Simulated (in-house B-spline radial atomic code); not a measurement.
# La⁶⁺: [Kr] 4d10 5s2 (5p1/2)2 (6f7/2)1 (an excited or competing configuration)

All numbers are computed (Dirac-Hartree-Fock, average of the jj configuration; Fermi nucleus of rms radius 4.855 fm) with a B-spline radial code for spherical atoms, not measured.

Effective charges: Z_r = [3n² - l(l+1)]/(2<r>) from the radius, Z_e = n√(-2ε) from the energy, and Slater's rules. Values are occupation-weighted means over j. An effective charge above Z reflects the relativistic contraction of the inner shells.

```json
{"shell": "1s", "electrons": "2", "ε (eV)": "-39236", "<r> (bohr)": "0.02506", "Z_r": "59.85", "Z_e": "53.70", "Slater": "56.70"}
{"shell": "2s", "electrons": "2", "ε (eV)": "-6419.9", "<r> (bohr)": "0.1069", "Z_r": "56.15", "Z_e": "43.44", "Slater": "52.85"}
{"shell": "2p", "electrons": "6", "ε (eV)": "-5766.8", "<r> (bohr)": "0.09404", "Z_r": "53.17", "Z_e": "41.18", "Slater": "52.85"}
{"shell": "3s", "electrons": "2", "ε (eV)": "-1481.4", "<r> (bohr)": "0.2835", "Z_r": "47.62", "Z_e": "31.30", "Slater": "45.75"}
{"shell": "3p", "electrons": "6", "ε (eV)": "-1266.4", "<r> (bohr)": "0.2816", "Z_r": "44.38", "Z_e": "28.94", "Slater": "45.75"}
{"shell": "3d", "electrons": "10", "ε (eV)": "-952.2", "<r> (bohr)": "0.2591", "Z_r": "40.53", "Z_e": "25.10", "Slater": "35.85"}
{"shell": "4s", "electrons": "2", "ε (eV)": "-380.5", "<r> (bohr)": "0.6525", "Z_r": "36.78", "Z_e": "21.15", "Slater": "29.25"}
{"shell": "4p", "electrons": "6", "ε (eV)": "-307.18", "<r> (bohr)": "0.6904", "Z_r": "33.31", "Z_e": "19.01", "Slater": "29.25"}
{"shell": "4d", "electrons": "10", "ε (eV)": "-196.89", "<r> (bohr)": "0.7603", "Z_r": "27.62", "Z_e": "15.22", "Slater": "17.85"}
{"shell": "5s", "electrons": "2", "ε (eV)": "-115.55", "<r> (bohr)": "1.462", "Z_r": "25.66", "Z_e": "14.57", "Slater": "12.65"}
{"shell": "5p", "electrons": "2", "ε (eV)": "-98.013", "<r> (bohr)": "1.576", "Z_r": "23.17", "Z_e": "13.42", "Slater": "12.65"}
{"shell": "6f", "electrons": "1", "ε (eV)": "-24.294", "<r> (bohr)": "5.03", "Z_r": "9.54", "Z_e": "8.02", "Slater": "7.00"}
```

The least bound orbital is 6f7/2 at -24.29 eV, and it is also the most diffuse (<r> = 5.03 bohr).

For the 1s electron the small component carries 4.44 % of the norm, the zero-frequency Breit interaction raises the level by 103.5 eV, self-energy by 60.23 eV, and vacuum polarisation lowers it by 8.836 eV.
